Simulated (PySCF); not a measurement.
SMILES CO[SiH2][SiH2][GeH3] (CH10GeOSi2) (GFN2-xTB optimised geometry):

```
15

C      2.412     0.579     0.000
O      1.017     0.579     0.000
Si     0.022     1.878     0.000
Si    -1.870     0.571     0.037
Ge    -1.054    -1.619    -0.108
H      2.799     1.113     0.871
H      2.798     1.057    -0.903
H      2.751    -0.456     0.033
H      0.312     2.715    -1.176
H      0.346     2.738     1.150
H     -2.799     0.857    -1.066
H     -2.678     0.741     1.253
H     -0.174    -2.044     1.031
H     -0.212    -1.893    -1.320
H     -2.067    -2.738    -0.164
```

Calculation: CAM-B3LYP/def2-TZVP run with PySCF 2.14.0.

### Question
What are the frontier orbital energies and the dipole moment?

### Answer
HOMO-2 -9.91 eV, HOMO-1 -9.68 eV, HOMO -9.34 eV, LUMO 0.31 eV, LUMO+1 1.08 eV; dipole moment 1.67 D.

Meta-Löwdin charges at CAM-B3LYP/def2-TZVP: C1 -0.11, O2 -0.63, Si3 0.67, Si4 0.17, Ge5 0.14, H6 0.10, H7 0.10, H8 0.12, H9 -0.12, H10 -0.12, H11 -0.08, H12 -0.08, H13 -0.06, H14 -0.06, H15 -0.07.
